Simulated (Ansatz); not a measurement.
Cost and result for the atomization energy of F$_{2}$H$_{4}$O$_{2}$Si$_{2}$ (`O[SiH](F)O[SiH2]F`) (10 atoms, 9 bonds).

Z-matrix (Å, degrees):
```
Si
F 1 1.591
O 1 1.622 2 106.8
O 1 1.618 2 110.6 3 -120.9
H 1 1.465 2 109.0 3 121.1
Si 3 1.622 1 150.9 2 39.1
H 4 0.958 1 120.2 2 65.0
F 6 1.592 3 109.2 1 54.8
H 6 1.478 3 110.4 1 -63.2
H 6 1.476 3 108.4 1 172.2
```

Charge 0, multiplicity 1. All single points use the PBE0-D4/def2-TZVP geometry. It is one conformer, not always the lowest. Program: Ansatz. All runs use 4 threads of an AMD EPYC 7B13 on a shared host. Times are those of one run each, without the atoms' runs, and a repeat can differ threefold. Electronic energies, without spin–orbit coupling; frozen cores. CCSD(T)/CBS adds CCSD(T) − MP2 in def2-TZVPP to the MP2 limit, and its time is that of the two runs behind it. T1 = 0.012. B3LYP takes the VWN-RPA correlation (the form of Gaussian; ORCA's B3LYP/G). HSE06 is the plane-wave form, built on full-range PBE exchange.

CCSD(T)/CBS is a level of theory with its own doubt, some kJ/mol a heavy atom from the limit and from the frozen cores, so smaller differences don't rank the functionals.

```csv
level,functions,wall time
LDA (SPW92)/def2-TZVPP,264,1.1 s
BLYP-D4/def2-TZVPP,264,1.7 s
PBE-D4/def2-TZVPP (with forces),264,2.1 s
PBE0-D4/def2-TZVPP,264,2.9 s
HSE06-D4/def2-TZVPP,264,3.2 s
r2SCAN-D4/def2-TZVPP (with forces),264,4 s
B3LYP-D4/def2-TZVPP (with forces),264,4.4 s
B2PLYP/def2-TZVPP,264,4.8 s
B97M-V/def2-TZVPP,264,6.5 s
CCSD(T)/def2-SVP,112,6.5 s
MP2/def2-QZVPP,488,18 s
CCSD(T)/def2-TZVPP,264,3.3 min
CCSD(T)/CBS(def2),–,3.6 min
```

Q: What atomization energy does each give, and how far from CCSD(T)/CBS? (An estimate is asked.)

A: Computed: 
```csv
level,atomization (kJ/mol),difference from CCSD(T)/CBS,per bond
LDA (SPW92)/def2-TZVPP,4596.2,508.3,56.5
BLYP-D4/def2-TZVPP,4023.8,-64.1,-7.1
PBE-D4/def2-TZVPP (with forces),4053.4,-34.5,-3.8
PBE0-D4/def2-TZVPP,3973.7,-114.2,-12.7
HSE06-D4/def2-TZVPP,3976.1,-111.8,-12.4
r2SCAN-D4/def2-TZVPP (with forces),4052.0,-35.9,-4.0
B3LYP-D4/def2-TZVPP (with forces),4021.5,-66.4,-7.4
B2PLYP/def2-TZVPP,4011.4,-76.5,-8.5
B97M-V/def2-TZVPP,4048.3,-39.6,-4.4
CCSD(T)/def2-SVP,3702.6,-385.3,-42.8
MP2/def2-QZVPP,4167.5,79.6,8.8
CCSD(T)/def2-TZVPP,3958.0,-129.9,-14.4
CCSD(T)/CBS(def2),4087.9,0.0,0.0
```

From BLYP to BHLYP (50 % exact exchange), in def2-TZVPP and without D4, the atomization energy moves by −97.9 kJ/mol: exact exchange takes away binding that semilocal exchange gives to molecules. The D4 term adds +34.7 kJ/mol with B3LYP and +18.2 kJ/mol with PBE0; it sums over pairs of atoms, weighted by their polarisabilities, and B3LYP, whose exchange is more repulsive, gets the larger term. In def2-TZVPP, CCSD(T) changes the Hartree–Fock value by +952.0 kJ/mol (the triples alone add +53.9 kJ/mol) and MP2 by +1081.1 kJ/mol; breaking electron pairs costs correlation energy, which Hartree–Fock lacks.
